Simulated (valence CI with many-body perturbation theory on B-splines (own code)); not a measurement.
## In XLIII: what the settings do

Calculated by relativistic CI+MBPT: five valence electrons over a frozen Dirac-Fock core [He], radial functions for each j: 6 s, 6 p, 5 d, 3 f, 1 g, with the one-electron correlation potential Σ1 (screened to all orders), the two-electron term Σ2, the three-electron term Σ3, Breit, model QED; selected single and double excitations, second order for the rest, scaled by the run's own slope (own B-spline code, finite nucleus).

No measured spectrum was set against this ion. As an estimate, large intervals hold to a few tenths of a per cent, small ones and those within an open d or f shell to about a per cent. Among the levels kept, up to 1900 cm⁻¹ of a level comes from second order outside the variational space, and about a tenth of that is noise between levels of different J, which matters for small intervals.

The reference run has the lowest level (2s^2 2p1/2^2 2p3/2) J=3/2 and an ionisation energy of 6764.89 eV. Its largest variational space holds 10000 state functions.

Levels are named by their leading jj configuration (3d3/2^4 stands for four electrons in 3d with j = 3/2), which in mixed levels can hold well under half, so a name can repeat and another be missing. Letters in brackets count levels of one name in rising energy.

Changed runs:
A. selection threshold (hartree) 2e-08 → 2e-07
B. correlating orbitals by l 3 3 3 2 1 → 3 1 5 4 3
C. correlating orbitals by l 3 3 3 2 1 → 4 4 3 0 0
D. closed core [He] → [He] 2s1 (bad on purpose)

Excitation energies of the reference run in cm⁻¹, and shifts in cm⁻¹:

```tsv
Level	Reference	A	B	C
(2s^2 2p1/2 2p3/2^2) J=3/2	1651670	0	+2.1	-289
(2s^2 2p1/2 2p3/2^2) J=5/2	1800990	0	-132	+773
(2s^2 2p1/2 2p3/2^2) J=1/2	2016700	0	-140	+496
(2s 2p1/2^2 2p3/2^2) J=5/2	3190160	0	-401	-496
(2s 2p1/2^2 2p3/2^2) J=1/2	3671100	0	-420	+32
(2s^2 2p3/2^3) J=3/2	3676600	0	-176	+256
(2s 2p1/2^2 2p3/2^2) J=3/2	3683030	0	-393	+703
(2s 2p1/2 2p3/2^3) J=3/2 [a]	4999240	0	-404	-329
(2s 2p1/2 2p3/2^3) J=5/2	5234840	0	-506	+609
(2s 2p1/2 2p3/2^3) J=1/2	5482900	0	-401	+574
(2s 2p1/2 2p3/2^3) J=3/2 [b]	5577470	0	-444	+1271
(2s 2p3/2^4) J=1/2	7278740	0	-473	+467
Ionisation energy (eV)	6764.89	0	+0.011	-0.28
```

No effect on these energies: A.

Run D: It gave no result: the perturbation theory needs a core of closed shells. The program said: "the core must hold closed shells only".
